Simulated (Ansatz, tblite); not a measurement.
Spin states of B₃F₃, each relaxed with PBE0-D4/def2-SVP in Ansatz. Electronic energies in the gas phase.

The xTB rows come from tblite. Correlated methods freeze 6 core orbitals. The structure comes from a short search, and lower isomers may exist.

Singlet geometry (C2v within 0.1 Å):

Cartesian coordinates in Å:
```
B -1.0249 0.2025 -0.3006
B 0.9360 -0.5527 -0.0082
B 0.1702 0.6706 0.5914
F -1.8287 -0.3857 -1.1111
F 0.4224 1.6656 1.4693
F 1.3250 -1.6004 -0.6408
```

Triplet geometry (C2v within 0.1 Å):

```xyz
6

B     0.031    0.513   -0.870
B     0.609   -0.152    0.792
B    -0.825   -0.465    0.101
F     0.495    1.282   -1.813
F    -1.975   -1.115    0.241
F     1.665   -0.063    1.549
```

Quintet geometry (Cs within 0.1 Å):

```xyz
6

B    -0.198   -0.747   -0.523
B    -0.473    1.041   -0.360
B     0.107   -0.111    0.920
F    -0.338   -1.767   -1.327
F     0.404   -0.214    2.188
F     0.498    1.799   -0.899
```

⟨S²⟩: triplet 2.00 at PBE0-D4/def2-TZVP (pure 2.00), quintet 6.00 at PBE0-D4/def2-TZVP (pure 6.00).

Run but left out: HF/STO-3G (singlet: restricted singlet, unstable in another Hartree–Fock run and untested here); HF/def2-TZVP, HF/def2-TZVPP (singlet: restricted singlet, unstable towards broken spin symmetry).

Only these spin states were relaxed. The triplet has other bonds than the singlet, so the gap mixes isomer and spin. The quintet has other bonds than the singlet, so the gap mixes isomer and spin.

```tsv
level	triplet − singlet (kcal/mol)	quintet − singlet (kcal/mol)	lowest of these	remarks
GFN1-xTB	29.0	132.9	singlet	–
PBE-D4/def2-TZVP	7.6	83.4	singlet	–
revPBE-D4/def2-TZVP	7.7	82.4	singlet	–
PBE0-D4/def2-TZVP	5.1	81.1	singlet	–
B2PLYP/def2-TZVP	10.5	91.9	singlet	–
MP2/def2-TZVP	11.7	90.7	singlet	restricted SCF unstable (singlet)
CCSD/def2-TZVPP	8.9	87.7	singlet	restricted SCF unstable (singlet)
CCSD(T)/def2-TZVPP	11.4	91.4	singlet	restricted SCF unstable (singlet)
```

Change of the quintet − singlet gap on mixing in exact exchange, in kcal/mol: PBE to PBE0 (25 % exact exchange) -2.3.

The xTB methods have no term that favours high spin, so they put low spin too low.
